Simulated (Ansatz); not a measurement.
Program: Ansatz. Geometries: PBE0-D4/def2-TZVP. ΔE: electronic, gas phase. CBS: MP2 limit from def2 TZ/QZ plus the TZ coupled-cluster correction, frozen cores. This one scheme is used for every species. Functionals use def2-TZVPP. B3LYP here is the variant with VWN-RPA as its local correlation; programs differ in this. For Se outer-core shells are correlated without core-valence functions, which leaves a few kJ/mol of doubt a bond. Scalar relativity is left out up to krypton. One conformer a species, not always the lowest.

`N=C=C([SiH3])[SeH]` + H–F → `N=C=C(F)[SeH]` + SiH₄  (substitution at a C–Si bond)

Q: Is it downhill or uphill in electronic energy at CCSD(T)/CBS, and by how much? (Estimate.)

A: Ansatz gave: Uphill: ΔE = +152.0 kJ/mol.

Q: What do these levels give: B3LYP-D4, PBE0, HF/def2-QZVPP, SCS-MP2/def2-QZVPP, MP2/CBS(def2), CCSD/CBS(def2)? (Estimate.)

A: The calculation gave: B3LYP-D4 133.1, PBE0 132.8, HF/def2-QZVPP 135.3, SCS-MP2/def2-QZVPP 156.5, MP2/CBS(def2) 172.7, CCSD/CBS(def2) 150.7 kJ/mol.

Largest T1 diagnostic among the species: 0.013.

In def2-TZVPP, CCSD(T) changes the Hartree–Fock value by +10.1 kJ/mol (the triples alone add +1.3 kJ/mol) and MP2 by +30.8 kJ/mol. From PBE to PBE0 (25 % exact exchange), in def2-TZVPP and without D4, ΔE moves by +12.6 kJ/mol.
